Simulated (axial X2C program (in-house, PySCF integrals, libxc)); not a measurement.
# Spin–orbit effects down a group: molecules with F, PBE0

Computed with an axial X2C code built on PySCF integrals, spin-free (one-electron X2C) or two-component (2c: spin–orbit coupling with atomic mean-field Coulomb and Gaunt terms, which also bring small scalar terms), in Dyall basis sets with cores contracted in-house; open shells are unrestricted.

Basis sets: Be dyall-cv3z, Ca dyall-cv3z, F dyall-av3z, Sr dyall-cv3z.

| molecule | spin-free state | Re (Å) | ωe (cm⁻¹) | De (eV) | 2c state | Re 2c (Å) | ωe 2c (cm⁻¹) | De 2c (eV) |
| --- | --- | --- | --- | --- | --- | --- | --- | --- |
| BeF | M_S = 1/2, Λ = 0 | 1.363 | 1258.3 | 6.11 | Ω = 1/2 | 1.363 | 1258.2 | 6.11 |
| CaF | M_S = 1/2, Λ = 0 | 1.938 | 595.5 | 5.63 | Ω = 1/2 | 1.938 | 595.5 | 5.63 |
| SrF | M_S = 1/2, Λ = 0 | 2.064 | 506.6 | 5.56 | Ω = 1/2 | 2.064 | 506.6 | 5.56 |

Problem. Work out the shifts from the spin-free to the two-component result.

Solution. 

```tsv
molecule	2c state	ΔRe (Å)	Δωe (cm⁻¹)	ΔDe (eV)
BeF	Ω = 1/2	0.000	-0.1	0.00
CaF	Ω = 1/2	0.000	0.0	0.00
SrF	Ω = 1/2	0.000	0.0	0.00
```

Shifts of one unit in the last digit are rounding.

Each entry is the lowest single determinant of a limited PBE0 search at one distance. De goes to single-determinant-based atoms at the same level (for ions the charge split of lowest energy) and is withheld (n/a) where an atom does not fit its ground term or J level. Main or longest-lived isotopes. Some light 2c atoms are not at their ground J level, so De misses part of their lowering (0.04 eV or less). The functionals have no current term, which raises determinants with orbital currents.
